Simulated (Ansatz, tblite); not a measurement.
Forces on the cluster Hg3O2 at its PBE-D4/def2-SVP geometry. Charge 0, multiplicity 1.

In the def2 sets Hg takes a core potential; there is no spin–orbit coupling. The xTB rows come from tblite. The restricted singlet is unstable towards broken spin symmetry in Hartree–Fock (as tested in another run); at PBE-D4/def2-TZVP this wasn't settled. Another isomer (singlet) lies 0.80 eV lower at PBE0-D4/def2-TZVP; other spin states weren't run for this one.

GFN1-xTB (tblite), largest force 1.06 eV/Å:

```xyz
5
positions Å, forces eV/Å
Hg    2.061   -0.516    0.075   -0.879    0.222   -0.029
Hg   -0.860   -0.236   -0.806   -0.429   -0.118   -0.402
Hg   -0.025    1.074    1.834    0.014   -0.459   -0.782
O     0.702   -1.145   -1.640    0.281    0.456    0.915
O    -1.878    0.822    0.537    1.013   -0.102    0.298
```

GFN2-xTB (tblite), largest force 0.56 eV/Å:

```
Hg -0.289 0.281 0.348
Hg -0.399 -0.109 -0.374
Hg 0.406 -0.249 -0.238
O -0.165 0.272 0.390
O 0.446 -0.194 -0.126
```

PBE-D4/def2-TZVP (Ansatz), largest force 0.27 eV/Å:

```
Hg -0.255 0.069 -0.001
Hg 0.190 0.052 0.178
Hg 0.013 -0.135 -0.226
O -0.015 0.038 0.059
O 0.067 -0.024 -0.010
```
